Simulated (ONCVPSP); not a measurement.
# tellurium (Te): ONCV pseudisation with PBE, scalar-relativistic reference atom.

Input for ONCVPSP 4.0.1:

```
# ATOM AND REFERENCE CONFIGURATION
# atsym  z   nc   nv     iexc    psfile
  Te 52.00    6    5        4      upf
#
#   n    l    f
    1    0    2.00
    2    0    2.00
    2    1    6.00
    3    0    2.00
    3    1    6.00
    3    2   10.00
    4    0    2.00
    4    1    6.00
    4    2   10.00
    5    0    1.75
    5    1    4.25
#
# PSEUDOPOTENTIAL AND OPTIMIZATION
# lmax
    2
#
#   l,   rc,      ep,       ncon, nbas, qcut
    0    1.15    0.00    3    6    9.60
    1    1.10    0.00    3    6   15.90
    2    1.45    0.00    3    8   12.40
#
# LOCAL POTENTIAL
# lloc, lpopt,  rc(5),   dvloc0
    4    5    0.90    6.00
#
# VANDERBILT-KLEINMAN-BYLANDER PROJECTORs
# l, nproj, debl
    0    2    2.00
    1    2    2.00
    2    1    0.90
#
# MODEL CORE CHARGE
# icmod, fcfact, rcfact
    3    1.75    1.35
#
# LOG DERIVATIVE ANALYSIS
# epsh1, epsh2, depsh
   -8.00    5.00    0.04
#
# OUTPUT GRID
# rlmax, drl
    6.00    0.01
#
# TEST CONFIGURATIONS
# ncnf
    4
# nvcnf
#   n    l    f
    5
    4    0    2.00
    4    1    6.00
    4    2   10.00
    5    0    2.00
    5    1    4.00
#
    5
    4    0    2.00
    4    1    6.00
    4    2   10.00
    5    0    2.00
    5    1    3.00
#
    5
    4    0    2.00
    4    1    6.00
    4    2   10.00
    5    0    2.00
    5    1    2.00
#
    5
    4    0    2.00
    4    1    6.00
    4    2   10.00
    5    0    2.00
    5    1    3.50
#
```

Command:

```bash
oncvpsp.x < Te.dat > Te.out
```

Output (shortened: citation, most of the input echo, consistency checks and plot data are left out):

```
ONCVPSP  (Optimized Norm-Conservinng Vanderbilt PSeudopotential)
scalar-relativistic version 4.0.1

#   n    l    f        energy (Ha)
    1    0    2.00    -1.1623688E+03
    2    0    2.00    -1.7825987E+02
    2    1    6.00    -1.6001932E+02
    3    0    2.00    -3.5485157E+01
    3    1    6.00    -2.9556521E+01
    3    2   10.00    -2.0594852E+01
    4    0    2.00    -6.0543329E+00
    4    1    6.00    -4.2175525E+00
    4    2   10.00    -1.5432844E+00
    5    0    1.75    -5.6229221E-01
    5    1    4.25    -2.2396363E-01

Reference configufation results
  iterations    25
  all-electron total energy (Ha)   -6.79439724D+03

Begin loop to  construct optimized pseudo wave functions
and semi-local pseudopoentials for all angular momenta

Calculating optimized projector #   1

 for l=   0

    Fraction of norm inside rc  0.923714
    Optimizing pswf for qcut=   9.59 a_B^-1,  ecut=  45.95 Ha
    Residual kinetic energy error=  4.82D-05 Ha

    Energy error per electron        Cutoff
         Ha          eV             Ha
         0.01000     0.27211       30.25
         0.00100     0.02721       37.56
         0.00010     0.00272       43.64
         0.00001     0.00027       89.54

Calculating optimized projector #   2

 for l=   0

    Fraction of norm inside rc  0.067793
    Optimizing pswf for qcut=   9.59 a_B^-1,  ecut=  45.95 Ha
    Residual kinetic energy error=  4.41D-05 Ha

    Energy error per electron        Cutoff
         Ha          eV             Ha
         0.01000     0.27211       27.74
         0.00100     0.02721       36.86
         0.00010     0.00272       43.57
         0.00001     0.00027       79.34

Calculating optimized projector #   1

 for l=   1

    Fraction of norm inside rc  0.845377
    Optimizing pswf for qcut=  15.90 a_B^-1,  ecut= 126.47 Ha
    Residual kinetic energy error=  8.63D-08 Ha

    Energy error per electron        Cutoff
         Ha          eV             Ha
         0.01000     0.27211       53.49
         0.00100     0.02721       68.35
         0.00010     0.00272       79.66
         0.00001     0.00027       88.50

Calculating optimized projector #   2

 for l=   1

    Fraction of norm inside rc  0.037209
    Optimizing pswf for qcut=  15.90 a_B^-1,  ecut= 126.47 Ha
    Residual kinetic energy error=  6.11D-09 Ha

    Energy error per electron        Cutoff
         Ha          eV             Ha
         0.01000     0.27211       35.76
         0.00100     0.02721       59.37
         0.00010     0.00272       75.43
         0.00001     0.00027       88.61

Calculating optimized projector #   1

 for l=   2

    Fraction of norm inside rc  0.889148
    Optimizing pswf for qcut=  12.39 a_B^-1,  ecut=  76.81 Ha
    Residual kinetic energy error=  3.09D-09 Ha

    Energy error per electron        Cutoff
         Ha          eV             Ha
         0.01000     0.27211       38.22
         0.00100     0.02721       47.41
         0.00010     0.00272       55.31
         0.00001     0.00027       61.42

Construct Vanderbilt / Kleinmman-Bylander projectors

B matrix Hermiticity error, ll=   0
   1   2    1.2983E-03

  Orthonormal projector coefficients  1.8517E+01  2.3775E+00

B matrix Hermiticity error, ll=   1
   1   2    6.8461E-04

  Orthonormal projector coefficients  1.6237E+01  1.1912E+00

Model core correction analysis
  based on d2Exc/dn_idn_j

d2excae - all-electron derivatives

   -3.656491D-02   -3.355964D-02   -2.641766D-02   -3.027204D-03
   -1.723033D-03
   -3.355974D-02   -3.187227D-02   -2.642903D-02   -3.459278D-03
   -1.780323D-03
   -2.641783D-02   -2.642911D-02   -2.494042D-02   -6.419780D-03
   -3.094678D-03
   -3.027152D-03   -3.459159D-03   -6.419511D-03   -2.472981D-02
   -1.984600D-02
   -1.723043D-03   -1.780305D-03   -3.094589D-03   -1.984576D-02
   -2.086455D-02

d2excps - pseudofunction derivatives with no core correction

   -4.572830D-02   -3.629270D-02   -2.801724D-02   -4.519874D-03
   -2.099169D-03
   -3.629349D-02   -3.477235D-02   -2.872584D-02   -3.846867D-03
   -2.057925D-03
   -2.801787D-02   -2.872595D-02   -2.659129D-02   -6.601404D-03
   -3.276119D-03
   -4.519629D-03   -3.846762D-03   -6.601136D-03   -2.492296D-02
   -1.988209D-02
   -2.099266D-03   -2.057917D-03   -3.276031D-03   -1.988185D-02
   -2.088575D-02

rms 2nd derivative error    2.289817E-03

rmatch, rhocmatch    0.5083   52.1237

Teter function model core charge with specified parameters

d2excps - pseudofunction derivatives with core correction

   -3.650771D-02   -3.334431D-02   -2.644793D-02   -3.266195D-03
   -1.820748D-03
   -3.334434D-02   -3.289123D-02   -2.758880D-02   -3.487787D-03
   -1.890990D-03
   -2.644802D-02   -2.758888D-02   -2.590125D-02   -6.413797D-03
   -3.173533D-03
   -3.266146D-03   -3.487669D-03   -6.413528D-03   -2.475108D-02
   -1.984834D-02
   -1.820755D-03   -1.890975D-03   -3.173443D-03   -1.984810D-02
   -2.087150D-02

rms 2nd derivative error    4.437091E-04

Pseudoatom total energy -267.270784

Diagnostic tests using Vanderbilt-Kleinman-Bylander pseudopotentials
  1 or more projectors used as specified by nproj input data

   l    rcore       rmatch      e in        delta e   norm test  slope test

   0   1.1535036   1.1885265  -6.0543329   0.0000459   1.0003190   1.0003186
   0   1.1535036   1.1885265  -0.5622922   0.0000316   1.0001114   1.0000854

   1   1.1061986   1.1397852  -4.2175525  -0.0000099   1.0002737   1.0003076
   1   1.1061986   1.1397852  -0.2239636   0.0000268   1.0001834   1.0001357

   2   1.4565997   1.5008252  -1.5432844  -0.0000108   0.9999899   1.0000082

 Testing for bound ghosts
   n   l    E NL Schr. Eq   E Basis Diag.   E Cutoff

   1   0       -6.054287       -6.054243     96.53
   2   0       -0.562261       -0.467648     96.53

   2   1       -4.217562       -4.217518    127.14
   3   1       -0.223937        0.039823    127.14

   3   2       -1.543295       -1.543250    122.31

 Testing for highly-localized positive-energy ghosts
       l    <radius>/rc     E Basis Diag.   E Cutoff

       0        0.881974       12.792555     96.53  WARNING - GHOST(+)

Test configuration 0

   n   l     f        eae           eps        diff
   1   0  2.0000-1162.36882400
   2   0  2.0000 -178.25986959
   2   1  6.0000 -160.01931673
   3   0  2.0000  -35.48515671
   3   1  6.0000  -29.55652146
   3   2 10.0000  -20.59485228
   4   0  2.0000   -6.05433294   -6.05428709    4.59D-05
   4   1  6.0000   -4.21755248   -4.21756234   -9.85D-06
   4   2 10.0000   -1.54328440   -1.54329519   -1.08D-05
   5   0  1.7500   -0.56229221   -0.56226057    3.16D-05
   5   1  4.2500   -0.22396363   -0.22393686    2.68D-05

    Total energies and differences
      AE_ref= -6.79439724D+03  AE_tst= -6.79439724D+03  dif=  0.00D+00
      PS_ref= -2.67270784D+02  PS_tst= -2.67270784D+02  dif=  1.71D-13
      PSP excitation error= -1.71D-13

Test configuration 1

   n   l     f        eae           eps        diff
   1   0  2.0000-1162.35542702
   2   0  2.0000 -178.24669001
   2   1  6.0000 -160.00617970
   3   0  2.0000  -35.47180848
   3   1  6.0000  -29.54318162
   3   2 10.0000  -20.58152409
   4   0  2.0000   -6.04114043   -6.04088323    2.57D-04
   4   1  6.0000   -4.20445660   -4.20440382    5.28D-05
   4   2 10.0000   -1.53071796   -1.53072253   -4.57D-06
   5   0  2.0000   -0.55523108   -0.55518226    4.88D-05
   5   1  4.0000   -0.21877984   -0.21875327    2.66D-05

    Total energies and differences
      AE_ref= -6.79439724D+03  AE_tst= -6.79448158D+03  dif= -8.43D-02
      PS_ref= -2.67270784D+02  PS_tst= -2.67355129D+02  dif= -8.43D-02
      PSP excitation error=  3.88D-06

Test configuration 2

   n   l     f        eae           eps        diff
   1   0  2.0000-1162.69189848
   2   0  2.0000 -178.58157394
   2   1  6.0000 -160.34125294
   3   0  2.0000  -35.80595409
   3   1  6.0000  -29.87734254
   3   2 10.0000  -20.91568308
   4   0  2.0000   -6.37386034   -6.37361587    2.44D-04
   4   1  6.0000   -4.53702394   -4.53694111    8.28D-05
   4   2 10.0000   -1.86233163   -1.86230621    2.54D-05
   5   0  2.0000   -0.86152193   -0.86146048    6.15D-05
   5   1  3.0000   -0.50283714   -0.50279452    4.26D-05

    Total energies and differences
      AE_ref= -6.79439724D+03  AE_tst= -6.79412405D+03  dif=  2.73D-01
      PS_ref= -2.67270784D+02  PS_tst= -2.66997539D+02  dif=  2.73D-01
      PSP excitation error= -5.48D-05

Test configuration 3

   n   l     f        eae           eps        diff
   1   0  2.0000-1163.08063762
   2   0  2.0000 -178.96723614
   2   1  6.0000 -160.72726474
   3   0  2.0000  -36.19016583
   3   1  6.0000  -30.26158127
   3   2 10.0000  -21.29992836
   4   0  2.0000   -6.75512185   -6.75498234    1.40D-04
   4   1  6.0000   -4.91791573   -4.91780407    1.12D-04
   4   2 10.0000   -2.24124864   -2.24117593    7.27D-05
   5   0  2.0000   -1.20225398   -1.20218859    6.54D-05
   5   1  2.0000   -0.81967105   -0.81961019    6.09D-05

    Total energies and differences
      AE_ref= -6.79439724D+03  AE_tst= -6.79346532D+03  dif=  9.32D-01
      PS_ref= -2.67270784D+02  PS_tst= -2.66338685D+02  dif=  9.32D-01
      PSP excitation error= -1.76D-04

Test configuration 4

   n   l     f        eae           eps        diff
   1   0  2.0000-1162.51637775
   2   0  2.0000 -178.40701909
   2   1  6.0000 -160.16658473
   3   0  2.0000  -35.63184961
   3   1  6.0000  -29.70322902
   3   2 10.0000  -20.74156979
   4   0  2.0000   -6.20064089   -6.20038013    2.61D-04
   4   1  6.0000   -4.36390426   -4.36383639    6.79D-05
   4   2 10.0000   -1.68980471   -1.68979610    8.61D-06
   5   0  2.0000   -0.70331934   -0.70326334    5.60D-05
   5   1  3.5000   -0.35603809   -0.35600370    3.44D-05

    Total energies and differences
      AE_ref= -6.79439724D+03  AE_tst= -6.79433835D+03  dif=  5.89D-02
      PS_ref= -2.67270784D+02  PS_tst= -2.67211875D+02  dif=  5.89D-02
      PSP excitation error= -1.80D-05
```

The run took about 4.1 s on one core of a shared server CPU.
